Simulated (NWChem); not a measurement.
System: HgCl cation; SMILES [Hg+][Cl]

Computed with NWChem. Coordinates come from a PBE0/def2-SVP optimisation. def2 effective core potentials on Hg; no spin-orbit coupling.

### Question
Predict the results for Hartree-Fock/def2-TZVP. Quantities: highest occupied level (eV); orbital gap (eV).

### Answer
The highest occupied level (eV) comes out as -17.87. The orbital gap (eV) is 9.84.
